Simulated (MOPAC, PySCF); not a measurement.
C2H6N2O, SMILES `C(/N=C/N)O`, neutral singlet in the gas phase. 

Cartesian coordinates (Å):
SMILES: N/C=N/CO
```xyz
11

N      2.1844    -0.0459    -0.0003
C      0.8688    -0.0633    -0.3553
N     -0.0575     0.3553     0.4087
C     -1.3972     0.3263    -0.1142
O     -2.2072    -0.5709     0.6258
H      2.8224    -0.6446    -0.4950
H      2.3879     0.1309     0.9716
H      0.6897    -0.4290    -1.3770
H     -1.8106     1.3444    -0.0643
H     -1.4482    -0.0228    -1.1568
H     -2.0324    -0.3802     1.5566
```
Charge 0, multiplicity 1.

All levels are single points at this geometry (r2SCAN-D4/def2-TZVP); Pople sets use spherical d functions. Orbital energies aren't observables, and empty levels follow the basis.

```
level                         HOMO (eV)  LUMO (eV)  gap (eV)  dipole (D)  vertical IE, Delta-SCF (eV)
----------------------------  ---------  ---------  --------  ----------  ---------------------------
r2SCAN-D4/def2-TZVP in PySCF      -5.98      -0.28      5.71        3.15                            –
B3LYP/6-31G* in PySCF             -6.40       0.84      7.24        3.09                         8.90
BP86/6-31G* in PySCF              -5.44      -0.09      5.35        3.09                            –
M06-2X/6-31G* in PySCF            -7.98       2.05     10.03        3.07                            –
HF/STO-3G in PySCF                -7.54       8.68     16.22        2.28                            –
PM3 in MOPAC                      -9.16       0.98     10.14        2.70                            –
```
